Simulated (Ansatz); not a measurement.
Species: bromine monochloride, BrCl, charge 0, multiplicity 1. 
Geometry from a B3LYP-D3(BJ)/def2-TZVP (Ansatz, a first-principles code) optimisation:
```
Cl
Br 1 2.1653
```

Basis-set convergence of Hartree-Fock and CCSD correlation energies (hartree) with Ansatz. Cores are frozen in the correlated levels unless marked. No spin-orbit coupling. The frozen core is the preceding noble-gas configuration, with the filled d and f shells of earlier blocks. Non-relativistic.

```tsv
basis	functions	E(HF)	E(corr, CCSD)
def2-SVPD	68	-3031.43083	-0.29625
def2-TZVPPD	108	-3031.90306	-0.38439
def2-QZVPPD	177	-3031.96521	-0.41812
```

Extrapolating the two largest sets (X = 3 and 4) as X^-3: E(corr) = (64·(-0.41812) - 27·(-0.38439))/37 = -0.4427 Eh, an estimate of the basis-set limit. The largest set recovers 94.4 % of it, the smallest 66.9 %.
